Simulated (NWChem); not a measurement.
# MoNH₃S₂O; SMILES [O]=[Mo]([SH])(=[NH])[SH]

```xyz
8

Mo     0.2988     0.0098     0.0000
O      1.3094     1.3425     0.0000
N      1.1607    -1.4806     0.0000
H      2.0829    -1.9202     0.0000
S     -0.9638    -0.0452     1.9697
H     -1.1952     1.2901     1.9645
S     -0.9638    -0.0452    -1.9697
H     -1.1952     1.2901    -1.9645
```
Atoms are numbered in this order, from 1.

Program: NWChem. Medium grid unless said otherwise, to which SCAN and Minnesota functionals are sensitive. All runs use the structure optimised with PBE0/def2-SVP. Not confirmed as a minimum by frequencies. def2 effective core potentials on Mo; no spin-orbit coupling.

Q: Order these by “dipole (D)”, lowest first: CAM-B3LYP/def2-SVP; LRC-wPBEh/def2-SVP; M06-L/def2-SVP; PBE/def2-SVP; B3LYP/def2-SVP.

A: B3LYP/def2-SVP (0.22), CAM-B3LYP/def2-SVP (0.28), PBE/def2-SVP (0.36), LRC-wPBEh/def2-SVP (0.43), M06-L/def2-SVP (0.52)
